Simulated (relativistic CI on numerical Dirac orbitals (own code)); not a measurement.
**Transition arrays of Cd⁴⁺**

Computed by Dirac-Coulomb-Breit CI, orbitals from a KLI potential per configuration, model QED, valence Slater integrals scaled by 0.9, whole transition arrays (own radial code, finite nucleus).

Configuration list (outside the closed core [Ar] 3d10 4s2): 4p⁶4d⁸, 4p⁶4d⁷4f, 4p⁵4d⁹, 4p⁶4d⁷5p, 4p⁶4d⁷5f. Levels of other configurations are missing.

All E1 lines from the levels of 4p⁶4d⁸; mean and standard deviation are weighted by gf, and upper levels are sorted by their leading configuration.

| Upper configuration | Lines | Σgf | Mean (eV) | Mean (nm) | σ (eV) | Strongest line (nm) |
| --- | --- | --- | --- | --- | --- | --- |
| 4p⁶4d⁷4f | 721 | 82.8 | 48.22 | 25.714 | 1.32 | 25.238 |
| 4p⁵4d⁹ | 60 | 169.5 | 69.24 | 17.906 | 3.43 | 16.666 |
| 4p⁶4d⁷5p | 466 | 42.2 | 30.05 | 41.260 | 1.38 | 42.529 |
| 4p⁶4d⁷5f | 721 | 226.2 | 59.94 | 20.686 | 2.25 | 20.186 |

Σgf per state of the lower configuration in bins of 1 nm over the central range (centre: value): 16.5: 0.77, 17.5: 1.00, 18.5: 1.38, 19.5: 0.83, 20.5: 3.81, 21.5: 0.56, 22.5: 0.27, 23.5: 0.15, 24.5: 0.18, 25.5: 1.23, 26.5: 0.34, 27.5: 0.09, 37.5: 0.05, 39.5: 0.08, 40.5: 0.21, 41.5: 0.28.

Task: How do configuration mixing and the scaling of the Slater integrals move the arrays?

Result: Slater scale 0.9, no configuration mixing: 4p⁶4d⁷4f 51.1 ± 1.5 eV (Σgf 254.9), 4p⁵4d⁹ 66.4 ± 4.0 eV (Σgf 57.0), 4p⁶4d⁷5p 30.1 ± 1.3 eV (Σgf 50.1), 4p⁶4d⁷5f 57.6 ± 1.5 eV (Σgf 105.8); Slater scale 1: 4p⁶4d⁷4f 48.6 ± 1.6 eV (Σgf 78.2), 4p⁵4d⁹ 70.1 ± 3.6 eV (Σgf 177.2), 4p⁶4d⁷5p 30.1 ± 1.5 eV (Σgf 41.6), 4p⁶4d⁷5f 60.3 ± 2.6 eV (Σgf 230.2); Slater scale 0.8: 4p⁶4d⁷4f 47.9 ± 1.2 eV (Σgf 86.7), 4p⁵4d⁹ 68.4 ± 3.3 eV (Σgf 160.9), 4p⁶4d⁷5p 30.0 ± 1.2 eV (Σgf 42.8), 4p⁶4d⁷5f 59.6 ± 2.0 eV (Σgf 223.7). With mixing, levels are counted to their leading configuration, so an array can shrink or vanish into another, and the sums then hold other lines.
